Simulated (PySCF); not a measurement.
C6H13NPS (charge -1).
Numbering: `[CH3:1][S:2][CH2:3][P-:4][N:5]1[CH2:6][CH2:7][CH2:8][CH2:9]1`

Structure used (GFN2-xTB), in Å, numbered top down from 1:
```
atom  x, y, z in Å
C1     3.023    1.058    0.354
S2     2.706   -0.613    0.927
C3     1.771   -1.298   -0.636
P4     0.913   -0.138   -1.747
N5    -0.595    0.115   -0.928
C6    -1.556   -0.975   -0.817
C7    -2.436   -0.645    0.398
C8    -2.080    0.805    0.724
C9    -0.612    0.858    0.318
H10    4.068    1.166    0.065
H11    2.773    1.765    1.141
H12    2.358    1.190   -0.521
H13    1.110   -2.037   -0.185
H14    2.561   -1.800   -1.193
H15   -1.079   -1.957   -0.694
H16   -2.139   -1.012   -1.747
H17   -2.165   -1.287    1.239
H18   -3.499   -0.783    0.189
H19   -2.660    1.485    0.098
H20   -2.240    1.057    1.774
H21   -0.241    1.870    0.138
H22    0.008    0.396    1.103
```

Definitions: NICS(0) = −σiso at the ring centroid; NICS(1) = −σiso and NICS(1)zz = −σzz at ±1 Å along the ring normal z. Level: GIAO PBE0/pcSseg-1 (PySCF, non-relativistic, gas phase) on the GFN2-xTB geometry, one conformer.

Ring bond lengths (Å), with Mayer bond orders in brackets: N5–C6 1.458 (0.95), C6–C7 1.536 (1.02), C7–C8 1.529 (1.04), C8–C9 1.524 (1.02), C9–N5 1.450 (0.94).

Task: What do the NICS probes read (ppm)?

Result: 
| ring | type | NICS(0) | NICS(1), two faces | NICS(1)zz, two faces | rms pucker (Å) | centre to ring atoms, mean (Å) |
| --- | --- | --- | --- | --- | --- | --- |
| N5–C6–C7–C8–C9 | 5-membered ring with N; formal bonds all single | -7.7 | -3.9 / -3.7 | -4.6 / -2.8 | 0.18 | 1.25 |

Task: What do they say, and how far can they be read as aromaticity?

Result: 
- N5–C6–C7–C8–C9: mean NICS(1)zz -3.7 ppm, shielded. C6, C7, C8, C9 have four or more neighbours, so the value isn't read as a sign of a π ring current.

Task: List the ring angles and the Hirshfeld charges of the ring atoms.

Result: 
- N5–C6–C7–C8–C9: N5 108.1° (-0.164 e), C6 106.1° (-0.044 e), C7 103.8° (-0.081 e), C8 101.6° (-0.086 e), C9 102.9° (-0.047 e); sum 522.4° against 540° for a flat convex ring.

Task: How shielded are the nuclei of the rings and their hydrogens (means over atoms taken as equivalent)?

Result: 
```
   atoms                   environment  σ isotropic (ppm)  principal values of the symmetric part, first atom (ppm)
      N5  nitrogen bonded to 2 C and P              220.9                                       148.2, 232.6, 281.9
 C6 (×2)  sp3 carbon bound to nitrogen              128.3                                        90.8, 128.6, 170.1
 C7 (×2)               ring CH2 carbon              154.9                                       129.3, 167.6, 170.1
H15 (×4)            methylene hydrogen              28.75                                          24.3, 29.9, 32.1
H17 (×4)            methylene hydrogen              30.37                                          26.2, 28.8, 36.1
```
